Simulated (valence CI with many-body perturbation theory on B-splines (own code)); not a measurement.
# Hf²²⁺: key properties

Calculated by configuration interaction combined with many-body perturbation theory (CI+MBPT): four valence electrons over a frozen Dirac-Fock core [Kr] 4d10, a basis of 7 s, 7 p, 7 d, 7 f, 4 g, 2 h functions for each j, with the one-electron correlation potential Σ1, the two-electron term Σ2, the three-electron term Σ3, Breit, model QED; selected CI, second order for the rest, scaled by the run's own slope (own B-spline code, finite nucleus).

No measured levels were compared; by estimate terms of the open shell hold to a few per cent of their energy, and close levels can change places.

Names give the largest LS component (configuration and term), which can be under half, so a name can repeat, a term be missing and a line seem to break the LS rules; names also repeat where a configuration has a term twice.

Rates and lifetimes use the calculated energies. Strong lines usually hold to 10 to 20 %, long lifetimes can be off by a factor of two.

Question: What is the ground level?

Answer: 4f⁴ ⁵I_4, composition 85 % 4f⁴ ⁵I + 13 % 4f⁴ ³H, g = 0.630.

Question: How is the term ⁵I of the ground level split?

Answer: J = 4 at 0.00, J = 5 at 1.34, J = 6 at 2.55, J = 7 at 3.59, J = 8 at 4.50 eV.

Question: What is the ionisation energy?

Answer: 628.04 eV; NIST lists 650 ± 30 eV (theoretical).

Question: Where does the other parity begin?

Answer: At 4f³5s ⁵I°_4, 71.53 eV.

Question: How well does LS coupling describe the low levels?

Answer: Among the lowest 20 levels the leading LS term, summed over configurations, holds 63 % on average. For single configurations the figures are 63 % in LS and 63 % in jj coupling. Terms mix most in the J = 4 level at 4.90 eV, where the leading one holds 28 %.
